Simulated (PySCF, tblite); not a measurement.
C₇H₁₃P.
Bonds: C1–C2, C2–P3, P3–C4, C4–C5, C5–C6, C6–C7, C7–C8, C1–C6, P3–C8. Hydrogens: H9, H10 on C1; H11, H12 on C2; H13, H14 on C4; H15, H16 on C5; H17 on C6; H18, H19 on C7; H20, H21 on C8.

Structure optimised with GFN2-xTB, isolated species.

Problem. What internal coordinates does the optimisation give?

Solution. 
```json
{"bond": "C1–C2, C4–C5, C7–C8", "length (Å)": "1.532", "order": "single"}
{"bond": "C2–P3, P3–C4, P3–C8", "length (Å)": "1.860", "order": "single"}
{"bond": "C1–C6, C5–C6, C6–C7", "length (Å)": "1.532", "order": "single"}
{"bond": "C1–H9 and 5 like bonds", "length (Å)": "1.093", "order": "single"}
{"bond": "C2–H11 and 5 like bonds", "length (Å)": "1.093", "order": "single"}
{"bond": "C6–H17", "length (Å)": "1.095", "order": "single"}
```

Bonds in one row agree within 0.01 Å and their mean is given. Orders are formal, as drawn. A selection of angles:
```json
{"angle": "C2–C1–C6", "degrees": "111.9"}
{"angle": "C1–C2–P3", "degrees": "112.9"}
{"angle": "C2–P3–C4", "degrees": "96.2"}
{"angle": "C5–C6–C7", "degrees": "110.3"}
```

Torsions: C6–C1–C2–P3 25° (synperiplanar); C1–C2–P3–C4 -63° (synclinal); C2–P3–C4–C5 34° (synclinal); P3–C4–C5–C6 25° (synperiplanar); C4–C5–C6–C7 46° (synclinal); C5–C6–C7–C8 -76° (synclinal); C6–C7–C8–P3 25° (synperiplanar); C2–C1–C6–C5 46° (synclinal); C2–P3–C8–C7 -63° (synclinal). The mirror-image conformer, all signs reversed, is as good.

All 3 C–P bonds measure 1.860 Å. Of the pairs four or more bonds apart, C8···H10 is among the closest relative to their van der Waals radii: 2.90 Å, 100 % of the sum of Bondi's values. The 6-membered ring C1–C2–P3–C8–C7–C6 has internal angles of 96.2° to 112.9° (sum 656°, against 720° for a flat polygon); it is puckered, 0.38 Å rms from its mean plane, widest ring torsion 76°. The 6-membered ring C1–C2–P3–C4–C5–C6 has internal angles of 96.2° to 112.9°; it is puckered, 0.38 Å rms from its mean plane, widest ring torsion 76°. P3 (phosphine phosphorus) is pyramidal (angles 96.2°, 96.2° and 96.2°, sum 288.5°, 0.95 Å off the plane of its three neighbours). The 6-membered ring P3–C4–C5–C6–C7–C8 has internal angles of 96.2° to 112.9° (sum 656°, against 720° for a flat polygon); it is puckered, 0.38 Å rms from its mean plane, widest ring torsion 76°. All 6 C–C bonds measure 1.532 Å.

Point group: C3 (every atom within 0.08 Å of its image). Its GFN2-xTB frequencies are all real (lowest 161 cm⁻¹).

These are computed values.
